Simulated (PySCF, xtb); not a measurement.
Zn(Cl)2 anion (Cl2Zn), SMILES [Cl][Zn][Cl] (connectivity only; charge and spin as stated), charge -1, multiplicity 2.

Harmonic wavenumbers (cm⁻¹) from GFN2-xTB (xtb) at its own minimum, in rising order: 67, 184, 212.

### Question
What does r2SCAN-D4/def2-SVPD (PySCF) give at its own minimum? (Estimate from the structure and the level; the computed values follow.)

### Answer
99, 274, 295. Paired by order, the mean absolute difference is 68 cm⁻¹ and the zero-point energies are 0.7 and 1.0 kcal/mol.
